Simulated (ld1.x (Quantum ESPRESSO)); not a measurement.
# vanadium (V), TM: configuration errors across variants

```
Element                 : vanadium (V)
Generator               : ld1.x (Quantum ESPRESSO) 7.5
Type                    : norm-conserving Troullier–Martins (Kleinman–Bylander form)
Functional              : LDA (PZ)
Relativity              : scalar-relativistic
Frozen core             : [Ne] 3s2
Valence charge          : 11
Reference configuration : 3p6 3d4 4s1 4p0
Partial waves           : 4s (bound): rc 2.90 bohr; 3p (bound): rc 1.35 bohr; 3d (bound): rc 1.70 bohr
Local potential         : all-electron potential smoothed inside 2.35 bohr (lloc = -1)
Core correction         : Bessel-smoothed model core, default radius (core density twice the valence density)
```

All-electron excitation energies from the reference (eV): (1) 3p6 3d3 4s2 4p0 -0.541; (2) 3p6 3d3 4s1 4p0 7.400; (3) 3p6 3d3 4s0 4p0 21.945; (4) 3p6 3d4 4s0 4p0 6.837; (5) 3p6 3d3 4s1.5 4p0 2.639; (6) 3p6 3d3 4s0 4p2 6.458; (7) 3p6 3d2 4s2 4p1 5.368; (8) 3p6 3d4 4s1 4p0 spin -3.135; (9) 3p6 3d3 4s2 4p0 spin -2.170.

Spin tests fill each open shell by Hund’s rule, majority spin first.

The default core radius of the base comes out at 0.49 bohr.

2 further variants failed, have other tests or another functional or relativity, and are left out.

A true bound ghost makes a file unfit for plane-wave use even where its test errors are small: the radial tests pick states by their node count and pass the ghost by.

Errors AE − PS in meV (a dash: test not solved or not reliable):

```csv
change,(1),(2),(3),(4),(5),(6),(7),(8),(9),bound ghosts
base,-31,+4.2,-22,-12,-13,-398,-159,+121,+63,none
type RRKJ; local potential all-electron potential smoothed inside 1.50 bohr (lloc = -1); rho0 0.01,-8.6,-14,-22,-1.1,-11,-25,-41,+157,+110,s
core correction Bessel-smoothed model core inside 1.32 bohr,-31,–,-22,-12,-13,-398,-158,+149,+85,none
wave 3d (bound): rc 1.70 bohr becomes 3d (bound): rc 1.86 bohr,-24,+8.0,-22,-11,-7.1,-395,-112,+138,+78,none
wave 3p (bound): rc 1.35 bohr becomes 3p (bound): rc 0.88 bohr,-32,+4.0,-22,-12,-13,-401,-162,+116,+58,none
"all radii but the core radius scaled by about 1.21 (s 3.52, p 1.64, d 2.06 bohr); local potential all-electron potential smoothed inside 2.84 bohr (lloc = -1)",+21,+24,-93,-7.0,+27,-794,-110,+169,+126,none
```

(1) Give the same row for: local potential all-electron potential smoothed inside 2.25 bohr (lloc = -2).

Results:

(1) -47, -17, -32, -12, -31, -548, -422, +121, +46; bound ghosts: none.
